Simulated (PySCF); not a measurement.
## TDDFT excited states: C7H4N2

C₇H₄N₂.
SMILES: `C1(=C\CC#N)C(=C/1)C#N`

Method used: TDDFT CAM-B3LYP/def2-SVPD, vertical, gas phase, core orbitals frozen in the response (PySCF 2.14.0, density-fitted response routines). One conformer (not necessarily the lowest) at the GFN2-xTB geometry, without solvent, vibrations or thermal averaging. Torsions of this conformer, `[N:1]#[C:2][CH2:3]/[CH:4]=[C:5]1[CH:6]=[C:7]\1[C:8]#[N:9]`: C2–C3–C4–C5 106°.

Problem. What does the calculation give for the low-lying excited states?

Solution. 

| state | λ (nm) | E (eV) | f | main configurations (H = HOMO, L = LUMO) |
| --- | --- | --- | --- | --- |
| S1 | 324.5 | 3.82 | 0.081 | H→L (97%) |
| S2 | 240.1 | 5.16 | 0.0002 | H-1→L (57%), H-3→L (38%) |
| S3 | 211.6 | 5.86 | 0.0005 | H→L+1 (57%), H→L+2 (34%) |
| S4 | 195.5 | 6.34 | 0.0096 | H→L+2 (57%), H→L+1 (32%) |
| S5 | 191.1 | 6.49 | 0.0026 | H-6→L (77%) |
| S6 | 184.9 | 6.71 | 0.268 | H-5→L (43%), H→L+3 (30%) |
| S7 | 177.8 | 6.97 | 0.177 | H→L+3 (57%), H-5→L (15%) |
| S8 | 174.1 | 7.12 | 0.191 | H→L+4 (75%) |

Triplets (Tamm–Dancoff): T1 2.59 eV, H→L (92%); T2 4.70 eV, H→L+3 (61%), H→L+4 (18%); T3 4.82 eV, H-1→L (55%), H-3→L (38%).

The lowest singlet lies at 3.82 eV (325 nm, ultraviolet) and is of moderate strength; its leading configuration is HOMO→LUMO (97%). The strongest level in the table is S6 at 6.71 eV (185 nm, f = 0.268). Löwdin shares by element: HOMO carbon 79% or more (atoms not listed hold the other 21%); LUMO carbon 69% or more, nitrogen 18% or more. The listed states span 3.30 eV, and the widest gap between neighbours is 1.34 eV (S1 to S2). Of the 8 states listed, 4 reach f = 0.01 and 1 stays under 0.0005. Orbital energies (eV): HOMO-3 -11.41, HOMO-2 -10.98, HOMO-1 -10.73, HOMO -8.47, LUMO -1.70, LUMO+1 0.65, LUMO+2 0.85. Singlets were solved by full linear response, triplets in the Tamm–Dancoff approximation.
